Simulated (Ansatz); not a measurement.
Cost and result for the atomization energy of `Cl[Si](Cl)(Cl)[GeH2][Si](Cl)(Cl)Cl` (11 atoms, 10 bonds).

```xyz
11

Cl   -3.270    0.876    1.539
Si   -1.886    0.551    0.074
Cl   -2.590   -0.899   -1.172
Cl   -1.656    2.272   -0.992
Ge    0.181   -0.113    1.032
Si    1.779   -0.484   -0.683
Cl    3.566   -1.047    0.128
Cl    1.145   -1.959   -1.938
Cl    2.068    1.216   -1.767
H     0.687    1.001    1.959
H    -0.024   -1.414    1.820
```

The species carries charge 0 and has multiplicity 1. Correlated methods include outer-core shells of Ge, which these sets cover unevenly. Scalar relativity is left out up to krypton. The geometry is a stationary point of PBE0-D4/def2-TZVP. It is one conformer, not always the lowest. Program: Ansatz. All runs use 4 threads of an AMD EPYC 7R13 on a shared host and a share of an NVIDIA H100 80 GB. Times are those of one run each, without the atoms' runs, and a repeat can differ threefold. Electronic energies, without spin–orbit coupling; frozen cores. CCSD(T)/CBS adds CCSD(T) − MP2 in def2-TZVPP to the MP2 limit, and its time is that of the two runs behind it. T1 = 0.011. With those shells the extrapolation isn't a true limit. B3LYP takes the VWN-RPA correlation (the form of Gaussian; ORCA's B3LYP/G).

CCSD(T)/CBS is a level of theory with its own doubt, some kJ/mol a heavy atom from the limit and from the frozen cores, so smaller differences don't rank the functionals.

```tsv
level	functions	wall time
PBE0-D4/def2-TZVPP	412	3.4 s
r2SCANh-D4/def2-TZVPP	412	3.5 s
revPBE-D4/def2-TZVPP	412	3.5 s
PBE-D4/def2-TZVPP (with forces)	412	3.6 s
r2SCAN-D4/def2-TZVPP (with forces)	412	4 s
B3LYP-D4/def2-TZVPP (with forces)	412	4.2 s
CCSD(T)/def2-SVP	186	4.6 s
B97M-V/def2-TZVPP	412	5.5 s
B2PLYP/def2-TZVPP	412	6 s
ωB97X-V/def2-TZVPP	412	7 s
MP2/def2-QZVPP	709	8.5 s
CCSD(T)/def2-TZVPP	412	36 s
CCSD(T)/CBS(def2)	–	45 s
```

What atomization energy does each give, and how far from CCSD(T)/CBS? (Estimate.)

Computed: 
| level | atomization (kJ/mol) | difference from CCSD(T)/CBS | per bond |
| --- | --- | --- | --- |
| PBE0-D4/def2-TZVPP | 3458.0 | 4.4 | 0.4 |
| r2SCANh-D4/def2-TZVPP | 3466.0 | 12.4 | 1.2 |
| revPBE-D4/def2-TZVPP | 3404.6 | -49.0 | -4.9 |
| PBE-D4/def2-TZVPP (with forces) | 3492.4 | 38.8 | 3.9 |
| r2SCAN-D4/def2-TZVPP (with forces) | 3489.5 | 35.9 | 3.6 |
| B3LYP-D4/def2-TZVPP (with forces) | 3366.4 | -87.2 | -8.7 |
| CCSD(T)/def2-SVP | 3079.2 | -374.4 | -37.4 |
| B97M-V/def2-TZVPP | 3523.8 | 70.2 | 7.0 |
| B2PLYP/def2-TZVPP | 3328.5 | -125.1 | -12.5 |
| ωB97X-V/def2-TZVPP | 3477.7 | 24.1 | 2.4 |
| MP2/def2-QZVPP | 3540.6 | 87.0 | 8.7 |
| CCSD(T)/def2-TZVPP | 3318.9 | -134.7 | -13.5 |
| CCSD(T)/CBS(def2) | 3453.6 | 0.0 | 0.0 |

The D4 term adds +109.6 kJ/mol with B3LYP and +59.3 kJ/mol with PBE0; it sums over pairs of atoms, weighted by their polarisabilities, and B3LYP, whose exchange is more repulsive, gets the larger term. At CCSD(T), def2-SVP lies −374.4 kJ/mol from the extrapolated value and def2-TZVPP −134.7 kJ/mol: correlation converges slowly with the basis, and small sets miss more of it in the bonded molecule than in its fragments. Leaving LDA and LC-ωPBE aside and taking each functional with its dispersion term where it has one, the values, not all of them listed here, spread over 210.2 kJ/mol, from BHLYP-D4 to B97M-V. LDA lies +525.5 kJ/mol from PBE without D4, its usual overbinding.

For some Ge, Se and Sn compounds the MP2-based and the directly extrapolated limit differ by 10 to 25 kJ/mol.
